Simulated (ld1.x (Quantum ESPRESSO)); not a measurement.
# copper (Cu): ultrasoft pseudisation with PBEsol, scalar-relativistic reference atom.

```json
{"Element": "Cu (Z = 29)", "Generator": "ld1.x (Quantum ESPRESSO) 7.5", "Type": "ultrasoft", "Functional": "PBEsol", "Relativity": "scalar-relativistic", "Frozen core": "[Ar]", "Valence charge": "11", "Reference configuration": "3d9 4s0 4p0 (charge +2)", "Partial waves": "4s (bound, empty): rcut 2.00, rcutus 2.35 bohr; 4s channel at 0.4 Ry: rcut 2.00, rcutus 2.35 bohr; 4p (bound, empty): rcut 1.85, rcutus 2.45 bohr; 4p channel at 1.85 Ry: rcut 1.85, rcutus 2.45 bohr; 3d (bound): rcut 0.70, rcutus 1.00 bohr; 3d channel at -1 Ry: rcut 0.70, rcutus 1.00 bohr", "Local potential": "all-electron potential smoothed inside 1.90 bohr (lloc = -1)", "Core correction": "none", "Augmentation charge": "built from norm-conserving waves at rcut, not smoothed further"}
```

* Cutoffs needed: 140 Ry and 230 Ry (the cutoffs (Ry, on a coarse ladder) from which the occupation-weighted sum of valence levels, in a spherical-Bessel basis at the reference potential, stays within 10 and 1 mRy of its value at 400 Ry)
* Ghost test: no extra level below or beside the all-electron valence levels (s, p, d, f tested) (spherical-Bessel basis up to 400 Ry, 20 bohr box)
* Configuration tests: test run stopped at test 1 of 7 (negative rho)
* Lowest eigenvalue of the overlap operator: 0.42 (s channel)
